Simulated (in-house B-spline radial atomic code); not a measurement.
Ionising Mg³⁺ with different functionals

Computed with a radial B-spline atomic code at the basis-set limit: scalar-relativistic (spin-free X2C) Hamiltonian, Fermi nucleus of rms radius 3.057 fm, spin-polarised at highest spin, spherical fractional occupations for the functionals, and exact exchange of hybrids averaged over the configuration. The ionisation energy is the difference of two self-consistent energies, [He] 2s2 2p5 → [He] 2s2 2p4, without Breit or QED terms; ε is the level of the shell that loses the electron (its least bound occupied spin orbital).

| method | rung | ΔSCF (eV) | -ε(2p) (eV) |
| --- | --- | --- | --- |
| PBE0 | global hybrid | 109.54 | 98.94 |
| B3LYP | global hybrid | 109.82 | 98.31 |
| TPSSh | global hybrid | 109.71 | 96.58 |
| BHandHLYP | global hybrid | 109.39 | 103.17 |
| r2SCAN0 | global hybrid | 109.69 | 99.43 |
| B97-1 | global hybrid | ? | ? |
| HSE06 | range-separated hybrid | 109.59 | 98.54 |
| wB97X | range-separated hybrid | 109.49 | 100.99 |
| CAM-B3LYP | range-separated hybrid | ? | ? |
| LC-wPBE | range-separated hybrid | 109.87 | 100.66 |

(1) What does B97-1 give?

(2) What does CAM-B3LYP give?

(3) Among the functionals, which spreads more, the ΔSCF values or the orbital energies?

(4) How do they compare with the NIST value?

Answers

(1) ΔSCF 109.61 eV, and -ε(2p) = 98.30 eV.

(2) ΔSCF 109.74 eV, and -ε(2p) = 100.32 eV.

(3) The orbital energies: ΔSCF values span about 0.48 eV and the orbital energies 6.60 eV; here energy differences depend much less on the functional than eigenvalues do.

(4) NIST lists 109.265 eV ± 0.0012 (semi-empirical, ground level to ground level). Errors run from +0.13 to +0.61 eV; BHandHLYP is closest (+0.13 eV), but part of that can be cancellation, since the calculations leave out spin-orbit coupling, Breit-QED terms, multiplet and fine-structure energies.
